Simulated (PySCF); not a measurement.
# From computed data to an observable: chemical shift, span and skew from a shielding tensor

C3H7NSi, SMILES N#CCC[SiH3]. Atoms are numbered in the order given.

```xyz
12

N      2.2323     1.0884     0.7041
C      1.5133     0.1755     0.7381
C      0.5941    -0.9665     0.7535
C     -0.3392    -1.0143    -0.4765
Si    -1.5171     0.4656    -0.6802
H      1.2015    -1.8851     0.8153
H      0.0065    -0.9151     1.6856
H     -0.9519    -1.9291    -0.4046
H      0.2638    -1.1156    -1.3948
H     -2.3180     0.6332     0.5654
H     -2.4365     0.1884    -1.8172
H     -0.7623     1.7176    -0.9463
```

The structure is a stationary point at TPSSh-D3(BJ)/def2-SVP. One conformer was computed; it need not be the lowest.

GIAO shieldings from PBE0/pcSseg-1 (PySCF), non-relativistic, no solvent. The symmetric part of the tensor of C3 has the principal values 154.7, 170.3, 178.4 ppm. The same nucleus in TMS has σ = 186.3 ppm at this level (PySCF, at its B3LYP-D3(BJ)/def2-TZVP geometry).

Task: Work out the isotropic shielding, the ¹³C shift against TMS, the span and the skew.

Result: 
σ(iso) = (σ11 + σ22 + σ33)/3 = 167.8 ppm. δ = σ(ref) − σ(iso) = 186.3 − (167.8) = 18.5 ppm.
Span Ω = σ33 − σ11 = 23.7 ppm. Skew κ = 3(σ(iso) − σ22)/Ω = -0.32. Tumbling in solution averages the tensor to δ; in a static solid the shielding alone would spread this spin-1/2 line over Ω.
